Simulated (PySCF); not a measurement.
Gas-phase reaction: 2 GeF4 + Ge2H6 = 4 GeF2 + 6 H. Level: ωB97X-V/def2-TZVP†; standard pressure 1 bar.

Method: PySCF energies plus ideal-gas RRHO corrections (1 bar). † marks an energy on the PBE0/def2-TZVP geometry and frequencies. Open shells (unrestricted): H (multiplicity 2); the rest are closed-shell singlets. Ge: all electrons, no relativistic terms. The harmonic model lacks anharmonicity and excited electronic states, which grow with temperature; levels with a mode under 35 cm⁻¹ are left out. Internal rotation in Ge2H6 is treated as a harmonic vibration of one conformer, which makes the entropy rough.

```csv
T (K),1000/T (1/K),log10 K
1200,0.8333,-17.21
1400,0.7143,?
1600,0.6250,-1.20
1800,0.5556,4.12
2000,0.5000,8.35
2500,0.4000,15.92
```

Fit log10 K = a + b·(1000/T) to the five rows, get the mean ΔH° and ΔS°, and predict log10 K at 1400 K.

Means: 1000/T = 0.5828, log10 K = 1.996. Sums of products about the means: Sxy = -8.07517, Sxx = 0.105543, so b = Sxy/Sxx = -76.51 and a = 1.996 − (-76.51)×0.5828 = 46.58.
ΔH° = −R ln 10 × 1000 K × b = −19.145 × (-76.51) = 1465 kJ; ΔS° = R ln 10 × a = 892 J/K. The run's own values go from 1475 kJ and 900 J/K at 1200 K to 1440 kJ and 881 J/K at 2500 K.
Prediction at 1400 K: 46.58 + (-76.51)×0.7143 = -8.07. The computed value is -8.05, 0.02 from the line.
For scale, ΔH°(298 K) is 1462 kJ at this level, 1407 kJ at ωB97M-V/def2-TZVP†, and runs from 1181 to 1571 kJ over the 19 levels computed.
